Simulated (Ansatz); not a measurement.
Cost and result for the atomization energy of `N[SiH]1BO1` (8 atoms, 8 bonds).

Cartesian coordinates in Å:
```
N 1.0350 -1.0122 -0.4763
Si 0.1367 0.0222 0.5185
B -1.5787 0.7295 0.1637
O -0.5190 1.4938 -0.1656
H 2.0410 -1.0230 -0.4809
H 0.6363 -1.5114 -1.2525
H 0.9939 0.3701 1.6707
H -2.7451 0.9310 0.0223
```

Charge 0, multiplicity 1. The geometry is a stationary point of PBE0-D4/def2-TZVP. It is one conformer, not always the lowest. Program: Ansatz. All runs use 2 threads of an AMD EPYC 7B13 on a shared host. Times are those of one run each, without the atoms' runs, and a repeat can differ threefold. Electronic energies, without spin–orbit coupling; frozen cores. CCSD(T)/CBS adds CCSD(T) − MP2 in def2-TZVPP to the MP2 limit, and its time is that of the two runs behind it. T1 = 0.015. B3LYP takes the VWN-RPA correlation (the form of Gaussian; ORCA's B3LYP/G).

CCSD(T)/CBS is a level of theory with its own doubt, some kJ/mol a heavy atom from the limit and from the frozen cores, so smaller differences don't rank the functionals.

```tsv
level	functions	wall time
revPBE-D4/def2-TZVPP	191	1.6 s
PBE-D4/def2-TZVPP (with forces)	191	2 s
CCSD(T)/def2-SVP	80	2.1 s
BHLYP-D4/def2-TZVPP	191	2.2 s
PBE0-D4/def2-TZVPP	191	2.3 s
B3LYP-D4/def2-TZVPP (with forces)	191	3.1 s
r2SCANh-D4/def2-TZVPP	191	3.8 s
B2PLYP/def2-TZVPP	191	4 s
B97M-V/def2-TZVPP	191	7 s
ωB97M-V/def2-TZVPP (with forces)	191	7.5 s
MP2/def2-QZVPP	361	13 s
CCSD(T)/def2-TZVPP	191	35 s
CCSD(T)/CBS(def2)	–	48 s
```

**Question.** What atomization energy does each give, and how far from CCSD(T)/CBS? (Best estimate.)

**Answer.** Ansatz gave: 
| level | atomization (kcal/mol) | difference from CCSD(T)/CBS | per bond |
| --- | --- | --- | --- |
| revPBE-D4/def2-TZVPP | 698.3 | -4.5 | -0.6 |
| PBE-D4/def2-TZVPP (with forces) | 718.4 | 15.6 | 1.9 |
| CCSD(T)/def2-SVP | 649.0 | -53.8 | -6.7 |
| BHLYP-D4/def2-TZVPP | 680.0 | -22.8 | -2.9 |
| PBE0-D4/def2-TZVPP | 701.3 | -1.5 | -0.2 |
| B3LYP-D4/def2-TZVPP (with forces) | 704.7 | 1.9 | 0.2 |
| r2SCANh-D4/def2-TZVPP | 699.8 | -3.0 | -0.4 |
| B2PLYP/def2-TZVPP | 697.6 | -5.2 | -0.6 |
| B97M-V/def2-TZVPP | 706.9 | 4.1 | 0.5 |
| ωB97M-V/def2-TZVPP (with forces) | 708.6 | 5.8 | 0.7 |
| MP2/def2-QZVPP | 710.6 | 7.8 | 1.0 |
| CCSD(T)/def2-TZVPP | 680.2 | -22.6 | -2.8 |
| CCSD(T)/CBS(def2) | 702.8 | 0.0 | 0.0 |

From r2SCAN to r2SCAN0 (25 % exact exchange), in def2-TZVPP and without D4, the atomization energy moves by −15.2 kcal/mol: exact exchange takes away binding that semilocal exchange gives to molecules. Leaving LDA and LC-ωPBE aside and taking each functional with its dispersion term where it has one, the values spread over 38.4 kcal/mol, from BHLYP-D4 to PBE-D4. LDA lies +94.7 kcal/mol from PBE without D4, its usual overbinding. At CCSD(T), def2-SVP lies −53.8 kcal/mol from the extrapolated value and def2-TZVPP −22.6 kcal/mol: correlation converges slowly with the basis, and small sets miss more of it in the bonded molecule than in its fragments.
